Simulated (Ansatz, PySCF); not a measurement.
Gas-phase reaction in SMILES: CC(F)(F)F + 3 C (CH4) → CC (C2H6) [ethane] + 3 CF (CH3F)
Structures are relaxed separately at B3LYP-D3(BJ)/def2-TZVP in Ansatz (a program for electronic structure). Frequencies are from Ansatz or PySCF.

Quantity: bond separation energy (enthalpy at 298 K, with B3LYP-D3(BJ) rigid-rotor harmonic-oscillator terms), in kJ/mol. Valence correlation only, unless marked. Spin-orbit coupling is left out. Non-relativistic. CBS(X,Y): correlation extrapolated as X^-3; Hartree-Fock from the larger set. [CCSD(T)-MP2]/basis is that difference in the basis named.

RI-MP2/CBS(cc-pVTZ,cc-pVQZ)+[CCSD(T)-MP2]/cc-pVTZ (Ansatz) gives 183.2 kJ/mol.

**Question.** Another calculation gave 181.0 kJ/mol. Which level was it?
A) B97M-V/def2-TZVPD (Ansatz)
B) revPBE/def2-TZVPD (Ansatz)
C) SVWN5/def2-TZVPD (Ansatz)
D) HSE06/def2-TZVPD (Ansatz)

**Answer.** D, HSE06/def2-TZVPD (Ansatz). The others give 197.6 (B97M-V), 167.2 (revPBE), 208.7 (SVWN5) kJ/mol.
